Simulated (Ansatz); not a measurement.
A nudged elastic band was laid between two geometries of BF2HO + FH (7 atoms, charge 0, multiplicity 1).

Level of theory: RKS revPBE-D4/def2-SVP in Ansatz.

| Property | Result |
| --- | --- |
| movable images | 7 |
| climbing image | yes |
| spring | 5.0 eV/Å² |
| optimiser | quadratic models (default) |
| start path | through a guess of the saddle point |
| force threshold | 0.03 eV/Å |
| iteration limit | 60 |
| end points | relaxed |

Image 0:

```xyz
7
Properties=species:S:1:pos:R:3
B -0.056 -0.272 0.092
O -0.035 -0.300 1.471
H -0.936 -0.402 1.829
F 1.099 -0.204 -0.563
F -1.203 -0.380 -0.588
F 0.070 2.289 0.838
H 0.275 1.592 1.439
```

Image 8:

```xyz
7
Properties=species:S:1:pos:R:3
B 0.011 0.404 -0.118
O 0.048 0.013 1.691
H -0.831 -0.381 1.863
F 1.123 -0.215 -0.569
F -1.193 -0.160 -0.431
F 0.041 1.769 -0.040
H 0.015 0.892 2.121
```

Task: Which bonds break or form, and what moves?

Result: Bonds broken: F6–H7. Bonds formed: B1–F6, O2–H7. BF2HO + FH becomes BF3H2O.

Task: Give the energies along the band, and the barrier.

Result: It converged. The highest image is number 4 of 0 to 8, 0.43 eV above the first end and 0.88 eV above the last; the last end lies 0.44 eV below the first. A vibrational analysis at the climbing image gives one clearly imaginary mode, 802i cm⁻¹: a first-order saddle point. The orbitals stay closed-shell, which can raise the energy where a bond breaks towards radicals; this wasn't checked here.

```json
{"image": "0", "path coordinate (Å)": "0.00", "energy (eV)": "0.00", "F6–H7 (Å)": "0.94", "B1–F6 (Å)": "2.67", "O2–H7 (Å)": "1.92"}
{"image": "1", "path coordinate (Å)": "0.26", "energy (eV)": "0.01", "F6–H7 (Å)": "0.95", "B1–F6 (Å)": "2.46", "O2–H7 (Å)": "1.89"}
{"image": "2", "path coordinate (Å)": "0.53", "energy (eV)": "0.08", "F6–H7 (Å)": "0.96", "B1–F6 (Å)": "2.20", "O2–H7 (Å)": "1.75"}
{"image": "3", "path coordinate (Å)": "0.79", "energy (eV)": "0.27", "F6–H7 (Å)": "1.00", "B1–F6 (Å)": "1.92", "O2–H7 (Å)": "1.54"}
{"image": "4", "path coordinate (Å)": "1.06", "energy (eV)": "0.43", "F6–H7 (Å)": "1.13", "B1–F6 (Å)": "1.69", "O2–H7 (Å)": "1.29"}
{"image": "5", "path coordinate (Å)": "1.32", "energy (eV)": "0.17", "F6–H7 (Å)": "1.38", "B1–F6 (Å)": "1.53", "O2–H7 (Å)": "1.09"}
{"image": "6", "path coordinate (Å)": "1.57", "energy (eV)": "-0.22", "F6–H7 (Å)": "1.68", "B1–F6 (Å)": "1.43", "O2–H7 (Å)": "1.00"}
{"image": "7", "path coordinate (Å)": "1.83", "energy (eV)": "-0.40", "F6–H7 (Å)": "2.00", "B1–F6 (Å)": "1.38", "O2–H7 (Å)": "0.98"}
{"image": "8", "path coordinate (Å)": "2.09", "energy (eV)": "-0.44", "F6–H7 (Å)": "2.33", "B1–F6 (Å)": "1.37", "O2–H7 (Å)": "0.98"}
```

Task: What is the geometry of the highest image?

Result: 
```xyz
7
Properties=species:S:1:pos:R:3:forces:R:3
B 0.003 0.135 0.111 -0.01 0.00 0.00
O 0.014 -0.084 1.606 0.01 0.00 0.01
H -0.859 -0.408 1.901 0.00 0.01 0.00
F 1.142 -0.188 -0.520 0.00 0.01 0.01
F -1.183 -0.117 -0.486 0.00 0.00 0.00
F 0.068 1.783 0.468 0.00 0.01 0.00
H 0.028 1.200 1.437 0.00 -0.02 -0.01
```

Task: What are the harmonic wavenumbers there?

Result: 802i, 270, 355, 384, 441, 488, 631, 755, 916, 1013, 1196, 1242, 1403, 1954, 3710 cm⁻¹.

The band took 10 iterations and roughly 4 core-minutes.

Time of the run: 3.6 min on 1 thread of Arm Neoverse N1, with other jobs on the host, peak memory 0.14 GiB.
